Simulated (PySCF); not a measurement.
## Dipole response of Sc²⁺ (scandium, charge +2)

[Ar] 3d1, 2D determinant. Computed with PySCF 2.14 in x2c-TZVPPall with one added diffuse shell each of s, p, d, f type (7s6p5d3f1g, 80 functions), with the spin-free X2C one-electron Hamiltonian (Gaussian nucleus). Coupled (time-dependent) response in atomic units; α is the mean over directions.

```tsv
method	mean α (bohr³)	α xx, yy, zz	C₆ (like pair)	S(−4)
PW91	5.172	6.133, 6.133, 3.249	14.81	34.59
r2SCAN0	4.798	5.637, 5.637, 3.121	14.28	22.61
```

S(−4) is the Cauchy moment in α(ω) = α(0) + S(−4) ω² + …

α(iu) at r2SCAN0:

```json
{"u (hartree)": "0", "α(iu) (bohr³)": "4.798"}
{"u (hartree)": "0.0500", "α(iu) (bohr³)": "4.744"}
{"u (hartree)": "0.100", "α(iu) (bohr³)": "4.595"}
{"u (hartree)": "0.200", "α(iu) (bohr³)": "4.171"}
{"u (hartree)": "0.300", "α(iu) (bohr³)": "3.754"}
{"u (hartree)": "0.500", "α(iu) (bohr³)": "3.116"}
{"u (hartree)": "0.750", "α(iu) (bohr³)": "2.551"}
{"u (hartree)": "1.00", "α(iu) (bohr³)": "2.117"}
{"u (hartree)": "1.50", "α(iu) (bohr³)": "1.483"}
{"u (hartree)": "2.00", "α(iu) (bohr³)": "1.066"}
{"u (hartree)": "3.00", "α(iu) (bohr³)": "0.6034"}
{"u (hartree)": "5.00", "α(iu) (bohr³)": "0.2597"}
```

For an ion, C₆ is the dispersion term alone; charge-induced terms of lower order in 1/R come first.

The components differ because the open shell of this determinant is not spherical; for a pure term their mean is the scalar polarisability.
